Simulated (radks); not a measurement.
Coulomb parameter of the 4f shell of neutral terbium in the model configuration [Xe] 4f7.5 6s2 6p1.5, as a second difference U = [E(n + 0.5) + E(n - 0.5) - 2 E(n)] / (0.5)^2 with all orbitals relaxed. "Bare": the charge of the atom changes with n. "Screened": the 6p shell takes up the change at fixed total charge, which measures U(4f,4f) + U(6p,6p) - 2 U(4f,6p). All-electron calculation, Dirac Kohn-Sham, PBE, spin-unpolarised, spherical densities, finite nucleus; open shells are shared between the two j in proportion to 2j + 1; Fermi nuclear charge, rms radius 5.06 fm. Program: a radial shooting solver on a logarithmic mesh with Libxc functionals.

| case | configuration | E - E(n) (eV) |
|---|---|---|
| start | [Xe] 4f7.5 6s2 6p1.5 | 0.000 |
| bare +0.5 | [Xe] 4f8 6s2 6p1.5 | -6.770 |
| bare -0.5 | [Xe] 4f7 6s2 6p1.5 | 10.675 |
| screened +0.5 | [Xe] 4f8 6s2 6p1 | -6.129 |
| screened -0.5 | [Xe] 4f7 6s2 6p2 | 8.549 |

U(bare) = 15.620 eV, U(screened by 6p) = 9.680 eV, against the Slater integral F0(4f,4f) = 31.076 eV with frozen orbitals. The step up makes a negative ion, whose loosely bound charge lowers the bare value.
